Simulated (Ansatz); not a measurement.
Reaction: SiO2 (dioxosilane, SMILES O=[Si]=O) → SiO2+ (parent SMILES O=[Si]=O, doublet) + e-
Each species at its own B3LYP-D3(BJ)/def2-TZVP minimum (Ansatz, an electronic-structure program).

Total energies in hartree (Ansatz). Radicals and triplets start from unrestricted determinants; spin-orbit coupling is neglected. Correlated methods leave the cores frozen. No relativity. The T1 diagnostic of O2Si (O=[Si]=O, singlet) reaches 0.027 in the sets run. The UHF reference of O2Si+ (parent SMILES O=[Si]=O, doublet) is spin-contaminated (<S^2> up to 0.40 over the pure value in the sets run). The determinant of O2Si+ (parent SMILES O=[Si]=O, doublet) is a saddle point of the SCF energy; a lower one exists, which strains HF and MP2. The spin of O2Si+ (parent SMILES O=[Si]=O, doublet) was assumed, and the state is the lowest solution found for it.

| species | HF/cc-pV(T+d)Z | CCSD(T)/cc-pV(T+d)Z | HF/cc-pV(Q+d)Z | CCSD(T)/cc-pV(Q+d)Z | CCSDT(Q)/cc-pV(T+d)Z |
|---|---|---|---|---|---|
| 1: SiO2 (SMILES O=[Si]=O) | -438.72600 | -439.33050 | -438.74122 | -439.38866 | -439.33341 |
| 2: SiO2+ (parent SMILES [Si](=O)=O, doublet) | -438.31021 | -438.87258 | -438.32408 | -438.92403 | -438.88006 |

Question: Work out the adiabatic ionisation energy (electronic) in eV: take Hartree-Fock from cc-pV(Q+d)Z, extrapolate the CCSD(T) correlation energy as X^-3 (X = 3, 4), and add CCSDT(Q) - CCSD(T) in cc-pV(T+d)Z. 1 hartree = 27.211 eV.

Answer: 
Species 1: correlation (64·(-0.64744) - 27·(-0.60450))/37 = -0.67877; step -0.00291; E1 = -438.74122 + (-0.67877) + (-0.00291) = -439.42290
Species 2: correlation (64·(-0.59995) - 27·(-0.56237))/37 = -0.62737; step -0.00748; E2 = -438.32408 + (-0.62737) + (-0.00748) = -438.95893
-1·E1 +1·E2 = 0.46397 hartree = 12.63 eV.
